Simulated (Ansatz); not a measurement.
`[O]=[Mo]([OH])([OH])([Cl])[Cl]`. The species carries charge 0 and has multiplicity 1. Mo takes the def2 core potential.

Z-matrix (Å, degrees):
```
Mo
O 1 1.903
O 1 1.850 2 82.5
Cl 1 2.328 2 82.0 3 -163.8
O 1 1.648 2 113.0 3 99.7
Cl 1 2.272 2 138.0 3 -86.5
H 2 0.962 1 115.7 3 172.0
H 3 0.964 1 124.0 2 -43.6
```

List the harmonic frequencies (cm⁻¹, unscaled) at PBE0-D4/def2-TZVP in Ansatz. (An estimate is asked.)

Ansatz gave: 63, 94, 182, 209, 266, 277, 293, 348, 414, 443, 479, 634, 665, 749, 837, 1099, 3847, 3859.

Is this a minimum?

Yes, all 18 modes are real.

Give the ideal-gas thermochemistry at 298.15 K and 1 bar (rigid rotor, harmonic oscillator; point group C1, symmetry number 1).

Zero-point energy 88.3 kJ/mol; H(298) − E = 113.0 kJ/mol; entropy 388.3 J/(mol·K), of which translation 175.9, rotation 121.1, vibration 91.2; G(298) − E = -2.7 kJ/mol. Modes under 100 cm⁻¹ are hindered rotations or soft bends, so the harmonic entropy is rough.

And at 400, 500, 600, 800 and 1000 K?


| T (K) | H − E (kJ/mol) | S (J/mol/K) | G − E (kJ/mol) |
| --- | --- | --- | --- |
| 400 | 126.5 | 427.1 | -44.3 |
| 500 | 140.8 | 458.9 | -88.7 |
| 600 | 155.7 | 486.1 | -135.9 |
| 800 | 186.8 | 530.7 | -237.8 |
| 1000 | 218.9 | 566.5 | -347.7 |
